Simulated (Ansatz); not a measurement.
Energy needed to pull apart SbH3O (SMILES [OH][SbH2]), singlet, into free ground-state atoms, from the structure below (displaced at random from a GFN2-xTB minimum); no zero-point or spin–orbit terms; open-shell atoms are treated unrestricted, in their ground-state multiplicity.

```
5
angstrom
O 0.5903 -0.6383 0.7710
Sb 0.0325 0.2198 -0.9039
H 0.7104 -1.5539 0.6882
H -1.6035 0.3190 -0.4328
H 0.2853 1.7121 -0.1738
```

Program: Ansatz 0.2.0. Basis: def2-TZVPP. Cores are frozen in the correlated methods. Filled d shells of the heavier atoms are correlated. Core potentials replace the inner electrons of the atoms past krypton. The def2 sets are not built for correlating such inner shells, so the correlated values are less sure here.

```
   method  atomization energy (kcal/mol)
   PBE-D4                          315.0
  BLYP-D4                              ?
r2SCAN-D4                          308.4
  PBE0-D4                          303.5
 BHLYP-D4                              ?
  wB97M-V                          310.3
       HF                          188.1
      MP2                          298.0
     CCSD                          294.7
  CCSD(T)                          300.8
```

**Question.** What does BLYP-D4 give? (An estimate is asked for; the value comes from the calculation.)

**Answer.** By the calculation: 317.0 kcal/mol, which is about 16.2 kcal/mol more than CCSD(T)/def2-TZVPP.

**Question.** What does BHLYP-D4 give? (Judge from chemistry; the value comes from the calculation.)

**Answer.** By the calculation: 297.2 kcal/mol, which is about 3.6 kcal/mol less than CCSD(T)/def2-TZVPP.

In triple zeta the MP2 and coupled-cluster atomization energies are still short of their basis limit by a few kcal/mol a bond, whereas those of the functionals are nearly converged, so these differences are not deviations from converged CCSD(T).

The T1 diagnostic stays at or below 0.015.

For scale, one of the runs: CCSD(T)/def2-TZVPP forces, 123 basis functions (an equivalent command: `ansatz run in.yaml --threads 4`). The run took 33 s on 4 CPU threads (shared host), with 1.1 GiB of host memory at its peak.
